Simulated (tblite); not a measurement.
C₂H, charge -1, singlet, at a GFN2-xTB geometry; GFN1-xTB (tblite).

Here is a job for tblite.
```
$ tblite run mol.xyz --method gfn1 --charge -1 --spin 0 --grad --json tblite.json --no-restart

# file mol.xyz
3

C     -0.00000000    -0.00000000    -0.47996454
C      0.00000000     0.00000000     0.74605881
H     -0.00000000    -0.00000000    -1.59656562
```

The log (banner, timings and long lists left out):

```
xTB calculator
 | screened Coulomb repulsion
 | Coulomb electrostatics
 |  * isotropic Klopman-Ohno-Mataga-Nishimoto electrostatics
 |  * onsite third-order electrostatics
 | DFT-D3(BJ) dispersion correction

halogen bonding energy    0.0000000000000E+00 Eh
repulsion energy          1.0557535340548E-01 Eh
dispersion energy        -3.7404433306876E-04 Eh
number of electrons       1.0000000000000E+01 e
integral cutoff           1.9731147476801E+01 bohr

------------------------------------------------------------
  cycle        total energy    energy error   density error
------------------------------------------------------------
      1     -4.763295277290  -4.8684966E+00   8.4009821E-01
      2     -4.805273171166  -4.1977894E-02   4.5225533E-01
      3     -4.805667990118  -3.9481895E-04   2.1649812E-01
      4     -4.805661621129   6.3689895E-06   8.6730389E-03
      5     -4.805677488141  -1.5867012E-05   2.0466962E-03
      6     -4.805677837615  -3.4947445E-07   3.3586833E-04
      7     -4.805677849651  -1.2035625E-08   8.3968865E-05
      8     -4.805677850259  -6.0867844E-10   3.3661658E-06
------------------------------------------------------------

electronic energy        -4.9108791593317E+00 Eh
total energy             -4.8056778502593E+00 Eh

Post processing:
 | Mayer-Wiberg bond orders

[Info] Tight-binding results written to 'tblite.txt'
[Info] JSON dump of results written to 'tblite.json'
```
